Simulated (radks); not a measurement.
The numbers below are computed, except where a source is named.
Pm IX, configuration [Kr] 4d10 4f3 5s2 5p2.

Code: a radial shooting solver on a logarithmic mesh with Libxc functionals. Model: scalar-relativistic Kohn-Sham, r2SCAN, spin-polarised, spherical densities, finite nucleus; open shells are filled with parallel spins first (spin-orbit coupling, left out, can overturn this in heavy ions); meta-GGA in the generalised Kohn-Sham scheme; Fermi nuclear charge, rms radius 4.962 fm.

Energy parts (Ry):
total: -20009.4398
kinetic: 21343.7948
electron-nucleus: -48174.4379
Hartree: 7271.3719
exchange-correlation: -450.1686

Orbitals (lengths in bohr, moments of r in powers of bohr):
orbital  occ.  eigenvalue (Ry)      <r^2>
1s up       1        -3323.113  0.0007320
1s down     1        -3323.091  0.0007320
2s up       1        -549.4258    0.01156
2s down     1        -549.4227    0.01156
2p up       3        -491.3879   0.009265
2p down     3        -491.3741   0.009265
3s up       1        -127.5814    0.07732
3s down     1        -127.4634    0.07722
3p up       3        -109.2573    0.07747
3p down     3        -109.1350    0.07735
3d up       5        -84.13875    0.06571
3d down     5        -84.03853    0.06556
4s up       1        -32.87031     0.3924
4s down     1        -32.56484     0.3927
4p up       3        -26.78472     0.4405
4p down     3        -26.47907     0.4403
4d up       5        -18.14140     0.5279
4d down     5        -17.82358     0.5258
5s up       1        -10.96612      1.868
5s down     1        -10.52186      1.885
5p up       2         -9.15694      2.230
4f up       3         -8.75977     0.7963
5p down     0         -8.72143      2.246
4f down     0         -8.40192     0.7821
5d up       0         -6.59739      3.073
5d down     0         -6.14393      2.970
6s up       0         -5.10819      6.514
6s down     0         -4.42774      5.799

The highest occupied level is 4f up at -119.18 eV. The spin density at the nucleus is -3.640 e/bohr^3 (1s -1.849, 2s 0.520, 3s -6.716, 4s 4.017, 5s 0.389). Summed over all electrons, <r^2> = 20.65 bohr^2, which gives a Langevin (diamagnetic) susceptibility term of -16.4 x 10^-6 cm^3/mol. For comparison, the ionisation energy in NIST's Atomic Spectra Database is 138 eV (theoretical). In exact Kohn-Sham theory the highest level is minus the ionisation energy, but local and semilocal functionals leave it too shallow, through self-interaction and a potential that decays too fast; potentials with the right tail come closer. Spin moment in Bohr magnetons: 5.
